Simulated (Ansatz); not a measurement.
Isolated molecules relaxed with PBE0-D4/def2-TZVP in Ansatz; ΔE leaves out vibrations. CCSD(T)/CBS adds triple-zeta CCSD(T) − MP2 to the extrapolated MP2 energy (def2 sets, frozen cores). DFT in def2-TZVPP. def2 core potentials past Kr. For Ge, Hf outer-core shells are correlated without core-valence functions, which leaves a few kJ/mol of doubt a bond. Scalar relativity is left out up to krypton. Each species was taken in one conformer, which may not be the lowest.

Consider the redistribution: `[F][Ge]([Cl])([Cl])[Cl]` + `CC[N](C)[Hf]([F])([F])[F]` → `CC[N](C)[Ge]([Cl])([Cl])[Cl]` + `[F][Hf]([F])([F])[F]`.

CCSD(T)/CBS gives -0.86 eV.

Q: Another level gave -0.78 eV. Which?
A. BLYP/def2-TZVPP
B. PBE-D4/def2-TZVPP
C. r2SCAN/def2-TZVPP
D. revPBE-D4/def2-TZVPP

A: C. r2SCAN -0.78, PBE-D4 -0.83, BLYP -0.72, revPBE-D4 -0.88 eV.

Q: What do rigid-rotor, harmonic-oscillator terms from PBE0-D4/def2-TZVP frequencies (298.15 K, 1 bar) make of the CCSD(T)/CBS value? (Best estimate.)

A: Computed: ΔZPE = +0.02 eV, ΔH = -0.84 eV, ΔS = -21 J/(mol·K), ΔG = -0.78 eV. Modes under 50 cm⁻¹ make the entropy rough.

Largest T1 diagnostic among the species: 0.016.

The D4 term adds −0.11 eV with B3LYP and −0.06 eV with PBE0; it sums over pairs of atoms, weighted by their polarisabilities, and B3LYP, whose exchange is more repulsive, gets the larger term. In def2-TZVPP, CCSD(T) changes the Hartree–Fock value by −0.04 eV (the triples alone add −0.01 eV) and MP2 by −0.08 eV. Leaving LDA and LC-ωPBE aside and taking each functional with its dispersion term where it has one, the values, not all of them listed here, spread over 0.11 eV, from revPBE-D4 to B2PLYP. LDA lies −0.06 eV from PBE without D4.

B3LYP here is the variant with VWN-RPA as its local correlation; programs differ in this.
